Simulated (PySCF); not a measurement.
Compound: CH5GeNO.
Geometry (PBE0-D3(BJ)/def2-SVP, Å), atoms numbered from 1 in this order:
```
atom  x, y, z in Å
N1     1.3097    0.6801   -0.5788
C2     1.1891   -0.4254    0.0284
O3     0.0126   -0.8616    0.4429
Ge4   -1.3935    0.2611    0.0645
H5     2.2766    0.8787   -0.8309
H6     2.0052   -1.1271    0.2789
H7    -1.5497    0.3961   -1.4526
H8    -2.5460   -0.5480    0.6792
H9    -1.1956    1.5944    0.7908
```

Method: MP2 and CCSD/aug-cc-pVDZ in PySCF, restricted Hartree–Fock reference, 12 core orbitals frozen, non-relativistic, gas phase, PBE0-D3(BJ)/def2-SVP geometry.

E(HF) = -2245.45460 Eh.

(1) How large is the problem?

(2) What are the MP2 and CCSD correlation energies?

(3) What is the T1 diagnostic?

(4) How does correlation change the dipole moment?

## Answers

(1) 150 basis functions and 58 electrons; 12 orbitals frozen, which leaves o = 17 correlated occupied and v = 121 virtual orbitals. That is o·v = 2057 singles and o·v(o·v + 1)/2 = 2116653 distinct closed-shell doubles amplitudes before symmetry; the costliest CCSD step grows as o²v⁴ = 6.2 × 10^10.

(2) MP2 -0.6382 Eh and CCSD -0.6731 Eh, which gives totals of -2246.09283 and -2246.12767 Eh. That is 0.539 eV for each correlated electron at CCSD (1767 kJ/mol in all, 0.030 % of the total energy); MP2 gives 94.8 % of the CCSD value.

(3) 0.0135, below the customary warning level of 0.02. It is the norm of the spatial-orbital singles amplitudes over the root of the number of correlated electrons, so the norm is 0.079.

(4) HF gives 0.61 D and CCSD (unrelaxed density) 0.55 D, a change of -0.06 D; the two vectors are 12° apart.

Connected triples and the basis-set limit are missing.

The job also held the EOM ionisation roots. On an Arm Neoverse V1 with one thread, no GPU, shared host, this took 5.8 min and 2.5 GiB of memory at its peak.

One conformer stands for the species.
